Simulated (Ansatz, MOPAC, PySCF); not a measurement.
Complex: CH4O (SMILES CO) (first 6 atoms) with HBr (SMILES Br); geometry from B3LYP-D3(BJ)/def2-TZVP, rigid monomers moved along the line of their centres of mass till O2···H8 is 2.04 Å.
(charge 0, multiplicity 1):
```xyz
8

C     -0.157     0.489     0.212
O     -0.178    -0.763     0.905
H     -0.039     0.338    -0.863
H      0.704     1.037     0.589
H     -1.060     1.072     0.407
H     -0.936    -1.279     0.608
Br    -0.569    -0.002     4.290
H     -0.362    -0.424     2.910
```

Monomers are frozen at their geometry in the pair; levels with a basis set take the counterpoise correction. Rows marked so take none.

Rows in 6-31G* carry no dispersion term and start afresh at each structure (6-31G* with six Cartesian d functions); the Pople sets are all-electron and without relativity. The state that AM1, PM7 reach isn't checked; PM7 holds dispersion and hydrogen-bond terms.

Run with Ansatz (Gaussian basis) for Hartree–Fock, density functionals and correlated methods; MOPAC for AM1, PM7 (differences of heats of formation); PySCF for 6-31G* rows. Values without a source in brackets are computed.

Problem. One of these levels gives -336.5 meV for the interaction energy. Name it.
(A) AM1
(B) wB97X-V/def2-TZVPPD
(C) M06-2X/6-31G* (no counterpoise)
(D) PM7

Solution. C, M06-2X/6-31G* (no counterpoise). The others give -119.1 (AM1), -198.8 (PM7), -242.1 (wB97X-V/def2-TZVPPD)

Ansatz is an electronic-structure program.
